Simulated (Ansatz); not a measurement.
The cluster Na₃Br₄, relaxed as a doublet with UKS r2SCAN-D4/def2-SVP in Ansatz, starting from the GFN2-xTB geometry. Force threshold 0.02 eV/Å.

In the doublet, Br4 and Br6 lie 2.96 Å apart (atoms count from 1), so these atoms are partly bonded to each other. The structure comes from a short search, and lower isomers may exist.

Start:

Cartesian coordinates in Å:
```
Na -0.5445 -2.0993 0.9895
Na -0.0126 0.2143 -2.8356
Na 0.5750 1.9170 1.3075
Br 1.3896 -0.5512 2.2942
Br -0.4169 -2.1521 -1.7069
Br -1.8395 0.4264 1.3122
Br 0.8489 2.2449 -1.3608
```

| step | energy (eV) | largest force component (eV/Å) | SCF passes |
| --- | --- | --- | --- |
| 1 | -293401.4118 | 0.299 | 61 |
| 2 | -293401.6345 | 0.270 | 38 |
| 3 | -293401.7919 | 0.213 | 35 |
| 4 (rejected) | -293401.7785 | 0.532 | 21 |
| 5 | -293401.8344 | 0.094 | 24 |
| 6 | -293401.8441 | 0.040 | 20 |
| 7 | -293401.8494 | 0.031 | 20 |
| 8 | -293401.8542 | 0.008 | 19 |
| 9 | -293401.8552 | 0.037 | 18 |
| 10 | -293401.8563 | 0.010 | 19 |

Force components are those of the run's own axes.

End:

| atom | x (Å) | y (Å) | z (Å) |
| --- | --- | --- | --- |
| Na1 | -0.622 | -1.943 | 0.700 |
| Na2 | 0.295 | 0.122 | -2.737 |
| Na3 | 0.459 | 1.862 | 0.986 |
| Br4 | 1.131 | -0.506 | 2.454 |
| Br5 | -0.464 | -2.311 | -1.936 |
| Br6 | -1.685 | 0.320 | 2.110 |
| Br7 | 0.887 | 2.455 | -1.577 |

By distances, no bond broke or formed. The bond that changes most is Na3–Br4, from 2.78 to 2.87 Å (atoms count from 1).

The force fell under the threshold at step 8, but the optimiser went on and released 0.002 eV more. No frequencies were taken in this run, so the end may be a saddle point.

Run time 3.5 min (4 threads of Arm Neoverse N1 on a shared host).
